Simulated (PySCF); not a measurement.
CH₅AlFN, SMILES C[NH][AlH][F]. Heavy atoms are numbered as in [AlH:1]([F:2])[NH:4][CH3:5]. Hydrogens are named by the atom that carries them.

Geometry optimised at r2SCAN-D4/def2-SVP. One conformer was computed; it need not be the lowest.

These are PySCF with ωB97X/def2-TZVP values and carry that method's errors.

Atomic charges (e), one atom of each kind:

```tsv
atom	Löwdin	IAO
Al1 (AlH)	0.13	1.16
F2	-0.05	-0.58
H on Al1	-0.12	-0.23
N4 (NH)	-0.12	-0.73
C5 (CH3)	-0.35	-0.27
H on N4	0.18	0.26
H on C5	0.11	0.13
```
